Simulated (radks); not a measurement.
Problem. These are the eigenvalues of the occupied orbitals of an atom or ion with whole-number occupations (Ry). All-electron calculation, non-relativistic Kohn-Sham, SCAN, spin-polarised, spherical densities, point nucleus; meta-GGA in the generalised Kohn-Sham scheme. Program: a radial shooting solver on a logarithmic mesh with Libxc functionals.

| orbital | eigenvalue |
|---|---|
| 1s | -135.7732 |
| 2s | -14.38069 |
| 2p | -11.06374 |

Which element is it, and in what charge state? The configuration may be excited. Open shells, if any, are filled with parallel spins first.

Solution. Z = 14, silicon, charge +4: Si4+ in [Ne]. The list shows which subshells hold electrons but not how many an open one holds; the 1s level, -67.887 hartree, gives Z - s = 11.7 by -(Z - s)^2/2, which with screening narrows Z to a few neighbours, and the depths of the outer levels then fix element, charge and occupations together.
